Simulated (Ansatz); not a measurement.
Ansatz results at the PBE0-D4/def2-TZVP geometry: HOMO energy (PBE/def2-TZVPP) -8.02 eV; HOMO–LUMO gap (PBE/def2-TZVPP) 4.39 eV; HOMO–LUMO gap (PBE0/def2-TZVPP) 6.65 eV.

Q: Which molecule gave them?
A. `F[C](F)(F)[Sn]([Cl])([Cl])[Cl]`
B. `C[O][SnH]([CH3])[OH]`
C. `Cl[Si](Cl)(Cl)[SnH3]`
D. `[F][Sn]([SiH3])([Cl])[Cl]`

A: A. The others give `[F][Sn]([SiH3])([Cl])[Cl]`: -7.66, 4.68, 6.79; `Cl[Si](Cl)(Cl)[SnH3]`: -7.09, 5.42, 7.42; `C[O][SnH]([CH3])[OH]`: -5.95, 4.92, 7.44.
